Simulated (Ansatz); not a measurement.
Gas-phase electronic energies from Ansatz, PBE0-D4/def2-TZVP geometries. CCSD(T)/CBS is the MP2 limit (def2-TZVPP, def2-QZVPP) plus CCSD(T) − MP2 in def2-TZVPP, frozen cores. Functionals use def2-TZVPP. def2 core potentials past Kr. For Se, Sn outer-core shells are correlated without core-valence functions, which leaves a few kJ/mol of doubt a bond. Scalar relativity is left out up to krypton. Each species was taken in one conformer, which may not be the lowest.

Reaction (ligand exchange at the Si–C bond): `[SiH3][CH2][SnH2][Cl]` + `CC[SeH]` → `CC[Se][SiH3]` + `[CH3][SnH2][Cl]`

(1) Is it downhill or uphill in electronic energy at CCSD(T)/CBS, and by how much? (Estimate.)

(2) What do these levels give: B2PLYP, r2SCAN, PBE0, HF/def2-QZVPP, SCS-MP2/def2-QZVPP, CCSD/CBS(def2)? (Estimate.)

Largest T1 diagnostic among the species: 0.011.

Answers

(1) Computed: Downhill: ΔE = -13.6 kcal/mol.

(2) The calculation gave: B2PLYP -14.0, r2SCAN -14.4, PBE0 -14.5, HF/def2-QZVPP -14.3, SCS-MP2/def2-QZVPP -13.7, CCSD/CBS(def2) -13.6 kcal/mol.

In def2-TZVPP, CCSD(T) changes the Hartree–Fock value by +1.6 kcal/mol (the triples alone add +0.0 kcal/mol) and MP2 by +0.8 kcal/mol.
